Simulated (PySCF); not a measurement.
B3LYP has the VWN-RPA correlation part, as in Gaussian. 

```xyz
11

N     -1.8043    -0.3382    -0.2084
C     -0.4751     0.0510    -0.0169
C      0.6269    -0.7812    -0.3854
C      1.8332    -0.1822    -0.1779
S      1.6593     1.4007     0.4573
C     -0.0595     1.2662     0.4621
H     -2.4743     0.1927     0.3268
H     -1.9613    -1.3288    -0.1003
H      0.5129    -1.7760    -0.7938
H      2.8123    -0.5882    -0.3707
H     -0.6701     2.0841     0.8073
```

Charge 0, multiplicity 1.

### Question
Give the Mulliken and meta-Löwdin atomic charges from PySCF with B3LYP-D3(BJ)/def2-TZVP.

### Answer

| atom | Mulliken (e) | meta-Löwdin (e) |
|---|---|---|
| N1 | -0.46 | -0.46 |
| C2 | 0.20 | 0.10 |
| C3 | -0.22 | -0.18 |
| C4 | -0.14 | -0.26 |
| S5 | 0.05 | 0.30 |
| C6 | -0.24 | -0.35 |
| H7 | 0.22 | 0.23 |
| H8 | 0.22 | 0.23 |
| H9 | 0.11 | 0.12 |
| H10 | 0.14 | 0.14 |
| H11 | 0.12 | 0.13 |
